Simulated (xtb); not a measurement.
xtb input (GFN-FF):

```bash
xtb mol.xyz --gfnff --opt tight --chrg 1 --uhf 0
```
mol.xyz:
```
7

P      1.05371992    -0.04559710     0.53336622
P     -0.95159722     0.07206098    -0.38132630
H      1.62055299     0.60298414    -0.59471627
H      1.23148554    -1.35161609     0.00682918
H     -1.85932400    -0.71480818     0.33747934
H     -1.44211500     1.38116975    -0.30757635
H     -1.08243994    -0.31468783    -1.72261470
```

End of the output:

```
         :::::::::::::::::::::::::::::::::::::::::::::::::::::
         ::                     SUMMARY                     ::
         :::::::::::::::::::::::::::::::::::::::::::::::::::::
         :: total energy               0.833189239633 Eh    ::
         :: gradient norm              0.000021657236 Eh/a0 ::
         ::.................................................::
         :: bond energy               -0.562348373272 Eh    ::
         :: angle energy               0.003367513762 Eh    ::
         :: torsion energy             0.000268854727 Eh    ::
         :: repulsion energy           0.016173196316 Eh    ::
         :: electrostat energy         1.378016236125 Eh    ::
         :: dispersion energy         -0.002287710348 Eh    ::
         :: HB energy                  0.000000000000 Eh    ::
         :: XB energy                  0.000000000000 Eh    ::
         :: bonded atm energy         -0.000000477677 Eh    ::
         :: external energy            0.000000000000 Eh    ::
         :: add. restraining           0.000000000000 Eh    ::
         :: total charge               1.000000000000 e     ::
         :::::::::::::::::::::::::::::::::::::::::::::::::::::

           -------------------------------------------------
          |                Property Printout                |
           -------------------------------------------------

molecular dipole:
                 x           y           z       tot (Debye)
 q only:       -0.331      -0.078      -0.467       1.468
           -------------------------------------------------
          |                Geometry Summary                 |
           -------------------------------------------------

      molecular mass/u    :       66.9872278
   center of mass at/Å    :        0.0276018       0.0146414       0.0654266
  moments of inertia/u·Å² :        0.8813352E+01   0.9258467E+02   0.9295381E+02
rotational constants/cm⁻¹ :        0.1912738E+01   0.1820780E+00   0.1813549E+00

 * 6 selected distances

     #   Z          #   Z                                           value/Å
     1  15 P        2  15 P                                       2.2297613 (max)
     1  15 P        3   1 H                                       1.3996910
     1  15 P        4   1 H                                       1.3996910 (min)
     2  15 P        5   1 H                                       1.4143350
     2  15 P        6   1 H                                       1.4143350
     2  15 P        7   1 H                                       1.4152365

 * 2 distinct bonds (by element types)

   Z      Z             #   av. dist./Å        max./Å        min./Å
   1 H   15 P           5     1.4086577     1.4152365     1.3996910
  15 P   15 P           1     2.2297613     2.2297613     2.2297613

optimized geometry written to: xtbopt.xyz

           -------------------------------------------------
Note: The following floating-point exceptions are signalling: IEEE_UNDERFLOW_FLAG IEEE_DENORMAL
normal termination of xtb
          | TOTAL ENERGY                0.833189239633 Eh   |
          | GRADIENT NORM               0.000021657236 Eh/α |
           -------------------------------------------------
########################################################################
[WARNING] Runtime exception occurred
-1- gfnff_setup: Could not read topology file.
########################################################################

------------------------------------------------------------------------
------------------------------------------------------------------------
 total:
 SCF:
 ANC optimizer:
```

It need not be the lowest isomer of its formula.
